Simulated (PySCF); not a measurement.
Proton-shift isomers of CC(N)=S. Isolated molecules, 0 K electronic values unless said otherwise. One relaxed conformer stands for each flexible species; it need not be the lowest. Strings in code marks are SMILES.

Quantity: vertical ionisation energy (energy after one electron is removed minus that of the parent at the parent's geometry), in eV.

Level 1: r2SCAN-D4/def2-TZVP (PySCF)
Level 2: PBE/6-31G* // r2SCAN-D4/def2-TZVP (PySCF)
Level 3: SVWN5/6-31G* // r2SCAN-D4/def2-TZVP (PySCF)
Level 4: minus the HOMO energy of r2SCAN-D4/def2-TZVP (PySCF)

```csv
species,level 1,level 2,level 3,level 4
`CC(N)=S`,8.23,8.18,8.39,5.06
`C=C(N)S`,8.16,7.96,8.15,5.32
```
